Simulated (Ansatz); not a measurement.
Stepwise reaction of `COB(O)OC` with ammonia, as a gas-phase model of exchange steps in deposition or etching. ΔE in kJ/mol.

Computed with Ansatz on PBE0-D4/def2-TZVP structures; ΔE is electronic, products minus reactants. CBS: MP2 limit from def2 TZ/QZ plus the TZ coupled-cluster correction, frozen cores. This one scheme is used for every species. DFT in def2-TZVPP. B3LYP here is the variant with VWN-RPA as its local correlation; programs differ in this. One conformer a species, not always the lowest.

```tsv
step	reaction	PBE-D4	B3LYP-D4	ωB97M-V	CCSD(T)/CBS
1	`COB(O)OC` + NH₃ → `COB(N)O` + CH₃OH	31.3	35.6	34.9	35.9
2	`COB(N)O` + NH₃ → `NB(N)O` + CH₃OH	41.4	43.8	43.6	43.5
```

(1) By hand: ΔE of the 2 steps together at CCSD(T)/CBS.

Answers

(1) (35.9) + (43.5) = 79.4 kJ/mol, or 39.7 kJ/mol a step.

In ΔE each step is higher than the one before. All are uphill at CCSD(T)/CBS. PBE-D4 differs from CCSD(T)/CBS by -4.6 to -2.1 kJ/mol a step. Isolated molecules leave out the surface, adducts and barriers. Largest T1 diagnostic: 0.012.
